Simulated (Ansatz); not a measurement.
The first iterations of a band of CH8ClNSi2 (13 atoms, charge 0, multiplicity 1).

These are results of RKS PBE0-D4/cc-pVDZ in Ansatz, not measurements.

```
movable images  : 7
climbing image  : yes
spring          : 5.0 eV/Å²
optimiser       : quadratic models (default)
start path      : through a guess of the saddle point
force threshold : 0.05 eV/Å
iteration limit : 53
end points      : relaxed
```

First end point:

```xyz
13
Properties=species:S:1:pos:R:3
N -0.132 2.099 1.229
C -0.627 0.967 0.451
Si 0.726 -0.366 0.380
Si 0.103 -2.072 -1.109
Cl -0.323 -1.157 -2.956
H -0.876 2.786 1.356
H 0.594 2.582 0.700
H -1.486 0.516 0.978
H -0.978 1.198 -0.576
H 2.005 0.237 -0.128
H 0.979 -0.952 1.738
H 1.180 -3.082 -1.356
H -1.143 -2.790 -0.690
```

Last end point:

```xyz
13
Properties=species:S:1:pos:R:3
N -0.382 2.270 1.074
C -0.703 1.083 0.281
Si 0.645 -0.272 0.301
Si 0.116 -2.115 -1.055
Cl -0.362 -1.349 -2.955
H -0.198 2.000 2.041
H 0.490 2.682 0.740
H -1.655 0.657 0.639
H -0.890 1.383 -0.763
H 1.940 0.314 -0.189
H 0.864 -0.741 1.715
H 1.245 -3.082 -1.240
H -1.089 -2.865 -0.573
```

| iteration | highest image above the first end (eV) | largest band force component (eV/Å) |
| --- | --- | --- |
| 1 | 1.175 | 13.156 |
| 2 | 0.353 | 1.832 |
| 3 | 0.283 | 1.099 |

Question: Does the band converge within its limit, and where does its top end?

Answer: The run converged. It ended after 11 iterations with the highest image 0.238 eV above the first end. A vibrational analysis at the climbing image gives one clearly imaginary mode, 704i cm⁻¹: a first-order saddle point.

Run time: 4.5 min on 2 threads of Intel(R) Xeon(R) Platinum 8488C (Sapphire Rapids) (shared host), peak memory 0.36 GiB.
